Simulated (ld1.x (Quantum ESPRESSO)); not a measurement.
## Ranking TM potentials for neon (Ne)

All share these settings but for the change named:

- Element: neon
- Generator: ld1.x (Quantum ESPRESSO) 7.5
- Type: norm-conserving Troullier–Martins (Kleinman–Bylander form)
- Functional: LDA (PZ)
- Relativity: non-relativistic
- Frozen core: [He]
- Valence charge: 8
- Reference configuration: 2s2 2p5 (charge +1)
- Partial waves: 2s (bound): rc 0.60 bohr; 2p (bound): rc 0.90 bohr
- Local potential: all-electron potential smoothed inside 0.60 bohr (lloc = -1)
- Core correction: a·sin(br)/r model core inside 0.55 bohr

Cutoff: the first of the cutoffs (Ry, on a coarse ladder) from which the occupation-weighted sum of valence levels, in a spherical-Bessel basis at the reference potential, stays within 10 and 1 mRy of its value at 400 Ry; the density cutoff is not measured.

The base gives 230 Ry.

Of 6 variants that were run, those that failed, showed a ghost or another fault, or gave nearly equal values are left out.

A variant can come out equal or close to the base.

**Question.** Rank these variants from softest to hardest (loose cutoff).
A. wave 2s (bound): rc 0.60 bohr becomes 2s (bound): rc 0.50 bohr
B. wave 2s (bound): rc 0.60 bohr becomes 2s (bound): rc 0.70 bohr
C. wave 2s (bound): rc 0.60 bohr becomes 2s (bound): rc 0.80 bohr

**Answer.** C (180 Ry), B (230 Ry), A (300 Ry).
